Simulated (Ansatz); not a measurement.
A nudged elastic band was laid between two geometries of CH3BNO (7 atoms, charge 0, multiplicity 2).

The calculation used Ansatz, UKS PBE0-D4/def2-SVP.

```
movable images  : 6
climbing image  : no
spring          : 5.0 eV/Å²
optimiser       : quadratic models (default)
start path      : IDPP
force threshold : 0.05 eV/Å
iteration limit : 53
end points      : relaxed
```

Image 0:

```xyz
7
Properties=species:S:1:pos:R:3
B 0.224 -0.121 -1.288
N 0.320 -0.093 0.068
C -0.136 0.097 1.333
O 0.473 -0.042 2.357
H 1.175 -0.432 -1.970
H -0.842 0.174 -1.799
H -1.213 0.417 1.299
```

Image 7:

```xyz
7
Properties=species:S:1:pos:R:3
B -0.362 0.052 -1.260
N -0.313 0.094 0.097
C 0.279 -0.026 1.313
O -0.216 0.162 2.388
H 0.646 -0.264 -1.866
H -1.384 0.322 -1.851
H 1.350 -0.340 1.178
```

(1) Which bonds break or form, and what moves?

(2) Give the energies along the band, and the barrier.

(3) What is the geometry of the highest image?

The band took 19 iterations and roughly 7 core-minutes.

Results:

(1) No bond is made or broken.  The two ends are copies of one structure, up to a mirror image or an exchange of like atoms.

(2) The run converged. The highest image is number 4 of 0 to 7, 0.103 eV above the ends, which have the same energy within 2 meV. No image climbed, so the highest image needn't sit at the top of the path.

```tsv
image	path coordinate (Å)	energy (eV)
0	0.00	0.000
1	0.55	0.024
2	1.11	0.061
3	1.66	0.102
4	2.21	0.103
5	2.76	0.063
6	3.31	0.026
7	3.86	0.000
```

(3) 
```xyz
7
Properties=species:S:1:pos:R:3:forces:R:3
B -0.018 -0.342 -1.282 0.01 0.01 0.02
N 0.005 0.050 -0.005 0.00 -0.01 -0.02
C 0.025 0.358 1.301 0.00 -0.01 0.00
O 0.273 -0.456 2.175 -0.02 -0.01 0.01
H 0.895 -0.030 -2.025 -0.01 0.02 -0.01
H -0.954 -0.993 -1.708 0.01 -0.02 0.01
H -0.227 1.413 1.544 0.02 0.01 0.00
```

The run took 6.7 min on 1 thread of Intel(R) Xeon(R) Processor @ 2.70GHz, on a shared host, peak memory 0.17 GiB.
